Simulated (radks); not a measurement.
Results of a calculation; reference values are marked as such.
Ir0.25-, configuration [Xe] 4f14 5d(up 4.75, down 4.5) (fractional occupations, a model configuration).

Code: a radial shooting solver on a logarithmic mesh with Libxc functionals. Model: scalar-relativistic Kohn-Sham, r2SCAN, spin-polarised, spherical densities, finite nucleus; meta-GGA in the generalised Kohn-Sham scheme; Fermi nuclear charge, rms radius 5.4032 fm.

Energy parts (eV):
| part | energy |
|---|---|
| total | -485073.08 |
| kinetic | 539080.86 |
| electron-nucleus | -1204041.43 |
| Hartree | 189327.86 |
| exchange-correlation | -9440.36 |

Orbitals (lengths in bohr, moments of r in powers of bohr; r(max) is where P^2 peaks):
orbital,occ.,eigenvalue (eV),r(max),<r^2>,<1/r>,<r>
1s down,1,-76191.51,0.01082,0.0004197,92.15,0.01744
1s up,1,-76191.50,0.01082,0.0004197,92.15,0.01744
2s up,1,-13350.07,0.06228,0.006417,21.61,0.07360
2s down,1,-13350.05,0.06228,0.006417,21.61,0.07360
2p up,3,-11595.79,0.05138,0.005365,19.36,0.06624
2p down,3,-11595.77,0.05138,0.005365,19.36,0.06624
3s up,1,-3127.521,0.1755,0.04141,8.018,0.1903
3s down,1,-3127.519,0.1755,0.04141,8.018,0.1903
3p up,3,-2612.195,0.1744,0.04239,7.346,0.1912
3p down,3,-2612.191,0.1744,0.04239,7.346,0.1912
3d up,5,-2043.476,0.1422,0.03518,6.916,0.1733
3d down,5,-2043.464,0.1422,0.03518,6.916,0.1733
4s up,1,-667.6588,0.3973,0.2022,3.414,0.4233
4s down,1,-667.6421,0.3973,0.2022,3.414,0.4233
4p up,3,-497.9039,0.4173,0.2304,3.095,0.4502
4p down,3,-497.8894,0.4173,0.2304,3.095,0.4502
4d up,5,-288.2234,0.4263,0.2646,2.765,0.4783
4d down,5,-288.2061,0.4263,0.2645,2.765,0.4783
5s up,1,-92.9386,0.8925,1.090,1.366,0.9849
5s down,1,-92.8134,0.8923,1.089,1.366,0.9845
4f up,7,-55.6387,0.3962,0.3519,2.315,0.5355
4f down,7,-55.6110,0.3962,0.3516,2.315,0.5354
5p up,3,-49.4542,1.006,1.489,1.153,1.146
5p down,3,-49.2916,1.005,1.487,1.153,1.145
5d up,4.75,-1.9862,1.326,4.569,0.7189,1.900
5d down,4.5,-1.8096,1.325,4.653,0.7163,1.913

The highest occupied level is 5d down at -1.810 eV. The spin density at the nucleus is -1.353 e/bohr^3 (1s 0.000, 2s -0.194, 3s 0.050, 4s 0.300, 5s -1.509).
